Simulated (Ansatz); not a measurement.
C$_{2}$H$_{5}$FSi, SMILES `CC[Si]F`, relaxed with RKS PBE0-D4/def2-TZVP in the Gaussian-basis code of Ansatz from a PBE-D4/def2-SVP geometry. The force threshold is 0.005 eV/Å; the program also tests the step.

Total charge 0; spin multiplicity 1.

Start:

```xyz
9

C     0.107   -0.736    0.594
C    -0.530    0.533    0.017
Si    0.061    1.179   -1.689
F     1.503    0.354   -1.801
H     1.213   -0.669    0.581
H    -0.213   -0.930    1.638
H    -0.166   -1.629   -0.004
H    -0.330    1.419    0.675
H    -1.644    0.479   -0.011
```

| step | energy (eV) | largest force (eV/Å) | largest move (Å) |
| --- | --- | --- | --- |
| 1 | -12744.2133 | 1.106 | 0.000 |
| 2 | -12744.2562 | 0.736 | 0.022 |
| 3 | -12744.2700 | 0.026 | 0.026 |
| 4 | -12744.2703 | 0.013 | 0.013 |
| 5 | -12744.2703 | 0.004 | 0.003 |
| 6 | -12744.2704 | 0.004 | 0.005 |

End:

```xyz
9

C     0.105   -0.735    0.595
C    -0.513    0.530    0.014
Si    0.050    1.151   -1.681
F     1.469    0.379   -1.808
H     1.194   -0.668    0.616
H    -0.240   -0.926    1.614
H    -0.148   -1.611   -0.007
H    -0.307    1.400    0.665
H    -1.611    0.478   -0.008
```

Run time 13 s (2 threads of a server CPU on a shared host); peak host memory 0.35 GiB.
